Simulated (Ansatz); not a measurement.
One change: `N[Si](N)(F)F` becomes `N[SiH2]O[Si](N)(F)F`.

Ansatz, PBE0-D4/def2-TZVP geometries, multiplicity 1. Each molecule was computed in one conformer, which needn't be the lowest.

```tsv
property	`N[Si](N)(F)F`
LUMO energy (PBE/def2-TZVPP) / eV	-0.14
size of the dipole moment (B3LYP/def2-TZVPP) / D	2.47
HOMO energy (ωB97M-V/def2-TZVPP) / eV	-10.55
HOMO–LUMO gap (ωB97M-V/def2-TZVPP) / eV	12.66
LUMO energy (PBE0/def2-TZVPP) / eV	0.70
LUMO energy (B3LYP/def2-TZVPP) / eV	0.32
```

(1) What does the change do to each property? (Best estimate.)

Results:

(1) The calculation gave: 
| property | `N[SiH2]O[Si](N)(F)F` | shift |
| --- | --- | --- |
| LUMO energy (PBE/def2-TZVPP) / eV | -0.54 | -0.40 |
| size of the dipole moment (B3LYP/def2-TZVPP) / D | 4.52 | 2.05 |
| HOMO energy (ωB97M-V/def2-TZVPP) / eV | -10.39 | 0.16 |
| HOMO–LUMO gap (ωB97M-V/def2-TZVPP) / eV | 12.13 | -0.53 |
| LUMO energy (PBE0/def2-TZVPP) / eV | 0.28 | -0.42 |
| LUMO energy (B3LYP/def2-TZVPP) / eV | -0.03 | -0.35 |

With PBE0 the HOMO rises by 0.17 eV and the LUMO falls by 0.42 eV, so the gap narrows by about 0.59 eV. PBE moves the HOMO by 0.19 eV and ωB97M-V by 0.16 eV. Dipoles are sizes alone; their direction can turn.

B3LYP here is the variant with VWN-RPA as its local correlation; programs differ in this.
